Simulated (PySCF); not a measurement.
# Correlation energy of F⁺ (fluorine, charge +1)

[He] 2s2 2p4, high-spin 3P determinant. All numbers are calculated (PySCF 2.14, the non-relativistic Hamiltonian (point nucleus), in cc-pVDZ). Frozen: 1s2; 6 electrons correlated.

MP2 pair energies summed by pair of shells (mhartree):

```json
{"pair": "2p-2p", "energy": "-46.97", "share (%)": "47.7"}
{"pair": "2s-2p", "energy": "-44.15", "share (%)": "44.8"}
{"pair": "2s-2s", "energy": "-7.40", "share (%)": "7.5"}
```

Total MP2 correlation energy: -98.53 mhartree.

Same-spin part -24.28 and opposite-spin part -74.25 mhartree; SCS-MP2 scales them by 1/3 and 6/5 to -97.19 mhartree.

| level | correlation energy (mhartree) |
| --- | --- |
| CCSD | -112.35 |
| (T) | -0.78 |
| CCSD(T) | -113.13 |

Diagnostics: T1 = 0.0035, D1 = 0.0058, largest double amplitude 0.042.

Task: Is a single reference adequate?

Result: Yes: T1 lies below 0.03 and no double amplitude reaches 0.07.
